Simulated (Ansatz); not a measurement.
Ansatz (an electronic-structure program) input (PBE0/STO-3G):

Ansatz 0.2 input:
```yaml
crystal:
  periodic: [false, false, false]
  atoms:
    - {symbol: B, position_ang: [0.02508854, 0.00489190, -0.00215624]}
    - {symbol: F, position_ang: [0.55826186, 1.13489318, 0.45287685]}
    - {symbol: F, position_ang: [0.85865548, -0.85861496, -0.57465416]}
    - {symbol: C, position_ang: [-1.46932943, -0.28649781, 0.12628188]}
    - {symbol: H, position_ang: [-2.15270730, 0.41262202, 0.59133182]}
    - {symbol: H, position_ang: [-1.90901492, -1.20459862, -0.24224610]}
basis:
  gaussian:
    orbitals: STO-3G
hamiltonian:
  xc: {name: PBE0}
magnetization: {spin_polarized: true, initial_magnetization: 1}
```

End of the output:

```
integrals: 0.01 GiB planned
304 factors; integrals over basis functions are off by at most 8.6e-5 eV
mean field: 0.10 GiB planned
mean field evaluation 1: about -7073.8907 eV, gradient 1.0e1 eV
mean field evaluation 2: about -7074.0565 eV, gradient 9.9e0 eV
mean field evaluation 4: about -7074.6305 eV, gradient 4.2e-1 eV
mean field evaluation 8: about -7074.6075 eV, gradient 2.4e-3 eV
mean field -7074.60746630 eV, -259.9870290453 hartree, gradient 1.0e-5 eV, S^2 0.754211; 0 other end points of the search recorded, 0 dependent functions left out
reference -7074.60747773 eV, -259.9870294656 hartree; 16, 15 occupied and 6, 7 virtual orbitals, 304 factors
Total energy: -7074.60747773 eV, -259.9870294656 hartree
```

It need not be the lowest isomer of its formula.
